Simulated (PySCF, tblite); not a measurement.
1,3-dimethyl cyclohexene, C8H14.
SMILES: `C1CC[C@H](C)C=C1C`

Jobs on this species (22 atoms, 62 electrons) with PySCF (density fitting) and tblite. Hardware of each: an Intel Xeon Platinum 8259CL at 2.50 GHz with one thread, shared host. The host was shared with other jobs, so the times are rough.

```json
{"level and settings": "PBE0/pcSseg-1", "work": "shieldings, ring-centre shieldings, charges and field gradients", "basis functions": "206", "SCF cycles": "?", "wall time": "?"}
{"level and settings": "GFN2-xTB", "work": "L-BFGS relaxation", "basis functions": "–", "SCF cycles": "–", "wall time": "0.81 s"}
{"level and settings": "GFN2-xTB", "work": "Hessian by finite differences", "basis functions": "–", "SCF cycles": "–", "wall time": "2.3 s"}
```

Task: Fill in the missing figures.

Result: 
- PBE0/pcSseg-1; shieldings, ring-centre shieldings, charges and field gradients: 78 s, 14 SCF cycles

Task: What do all jobs in the table cost together?

Result: About 81 s; the longest takes about 96 % of that, and about 96 times as long as the shortest.
